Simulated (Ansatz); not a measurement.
The first iterations of a band of ClH + GeH4O2 (9 atoms, charge 0, multiplicity 1).

The calculation used Ansatz 0.2.0, RKS PBE-D4/def2-SVP.

- movable images: 7
- climbing image: yes
- spring: 5.0 eV/Å²
- optimiser: quadratic models (default)
- start path: through a guess of the saddle point
- force threshold: 0.05 eV/Å
- iteration limit: 60
- end points: relaxed

First end point:

```xyz
9
Properties=species:S:1:pos:R:3
Ge 0.023 -0.421 0.127
H 0.271 -0.779 1.607
H 1.242 -0.214 -0.791
O -0.969 1.116 0.258
H -1.188 1.471 -0.626
O -0.961 -1.643 -0.738
H -1.716 -1.937 -0.195
Cl 1.225 2.654 1.616
H 0.118 2.154 1.057
```

Last end point:

```xyz
9
Properties=species:S:1:pos:R:3
Ge 0.298 0.511 -0.673
H -0.860 -0.512 2.994
H 1.143 0.235 -1.933
O -1.051 1.660 -0.913
H -1.770 1.229 -1.416
O -0.290 -1.072 -0.103
H -0.646 -0.998 0.805
Cl 1.491 1.475 0.863
H -0.268 -0.126 2.690
```

| iteration | highest image above the first end (eV) | largest band force component (eV/Å) |
| --- | --- | --- |
| 1 | 2.894 | 10.697 |
| 2 | 2.120 | 2.066 |
| 3 | 1.686 | 1.256 |
| 4 | 1.584 | 0.802 |
| 5 | 1.542 | 6.133 |

Q: Does the band converge within its limit, and where does its top end?

A: The forces met the threshold. It ended after 17 iterations with the highest image 1.522 eV above the first end. A vibrational analysis at the climbing image gives one clearly imaginary mode, 829i cm⁻¹: a first-order saddle point. The orbitals stay closed-shell, which can raise the energy where a bond breaks towards radicals; this wasn't checked here.

The run took 4.5 min on 2 threads of Intel(R) Xeon(R) Platinum 8259CL CPU @ 2.50GHz (Skylake/Cascade Lake), with other jobs on the host, peak memory 0.17 GiB.
